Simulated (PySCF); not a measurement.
Precursor series Zn F-CH3. Gas-phase values, no solvent. One relaxed conformer stands for each flexible species; it need not be the lowest.

The LUMO from two functionals at the same geometries (PBE-D3(BJ)/def2-SVP), both in PySCF: PBE-D3(BJ)/def2-TZVP and TPSSh-D3(BJ)/def2-TZVP. 

| species | PBE-D3(BJ)/def2-TZVP (eV) | TPSSh-D3(BJ)/def2-TZVP (eV) |
|---|---|---|
| 0 of 2 F replaced by CH3 | -3.00 | -2.40 |
| 1 of 2 F replaced by CH3 ([Zn(F)(CH3)]) | -1.39 | -0.88 |
| 2 of 2 F replaced by CH3 ([Zn(CH3)2]) | -0.54 | -0.09 |

Over these rows, drawn at random from the members with no instability flagged (it was tested for open shells, ions and some series alone), PBE minus TPSSh-D3(BJ): mean -0.52 eV, from -0.60 eV to -0.44 eV.
